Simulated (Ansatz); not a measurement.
Molecule (SMILES): F[SiH] (F-SiH) (closed-shell singlet).
Geometry (B3LYP-D3(BJ)/def2-TZVP, fixed):
```
Si
F 1 1.6199
H 1 1.5380 2 96.45
```

How fast the dipole moment converges with the basis for several methods (Ansatz, a quantum-chemistry and plane-wave program): deviation from each method's own reference, in D. References: HF 1.147 D, the value in aug-pcseg-3; MP2 1.017 D, the value in aug-pcseg-3; PBE 0.893 D, the value in aug-pcseg-3; PBE0 0.998 D, the value in aug-pcseg-3. Cartesian d functions, on some or all atoms, in 6-311+G**; all else is spherical. In correlated methods cores are frozen. A restricted Hartree-Fock determinant is unstable towards unrestricted orbitals. No added dispersion term, no relativity. The reference of a correlated method is not its basis-set limit, which lies further on.

```tsv
basis	functions	HF	MP2	PBE	PBE0
def2-SVPD	55	0.075	0.049	0.061	0.066
6-311+G**	59	0.355	0.300	0.264	0.293
cc-pV(T+d)Z	83	0.001	-0.078	-0.090	-0.059
aug-cc-pV(T+d)Z	124	0.006	-0.007	0.003	0.004
def2-QZVPP	157	0.013	-0.001	0.001	0.005
pcseg-3	157	0.020	0.021	0.021	0.019
aug-cc-pV(Q+d)Z	215	0.002	-0.002	0.002	0.001
aug-pcseg-3	223	0.000	0.000	0.000	0.000
```

Mean absolute deviation over 6-311+G**, cc-pV(T+d)Z, aug-cc-pV(T+d)Z: PBE0 0.119, PBE 0.119, HF 0.121, MP2 0.128 D.
